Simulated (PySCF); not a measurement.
# Lu (lutetium, neutral) across methods

[Xe] 4f14 6s2 6p1, 2P determinant (an excited configuration). Computed with PySCF 2.14 in cc-pVDZ-X2C (8s7p5d3f1g, 84 functions), with the spin-free X2C one-electron Hamiltonian (Gaussian nucleus).

| method | E (hartree) | mean ε 6s α (eV) | mean ε 6s β (eV) | mean ε 6p α (eV) | Σ⟨r²⟩ (bohr²) | ⟨S²⟩ |
| --- | --- | --- | --- | --- | --- | --- |
| PBE | -14563.26 | -6.045 | -5.729 | -2.484 | 84.61 | 0.802 |
| M06-2X | -14564.65 | -7.369 | -6.714 | -3.416 | 83.99 | 0.795 |
| PBE0 | -14563.02 | -6.790 | -6.343 | -3.085 | 84.93 | 0.823 |
| LDA | -14553.63 | -6.241 | -5.925 | -2.414 | 84.28 | 0.770 |
| r2SCAN | -14563.35 | -6.048 | -5.849 | -2.658 | 84.72 | 0.928 |
| UHF | -14558.17200 | -8.406 | -7.391 | -4.541 | 87.54 | 0.965 |
| revPBE | -14563.66 | -5.976 | -5.660 | -2.499 | 84.70 | 0.821 |
| TPSS | -14562.85 | -6.037 | -5.651 | -2.575 | 84.52 | 0.841 |

Spin-orbit coupling, absent here, splits the open shell strongly.
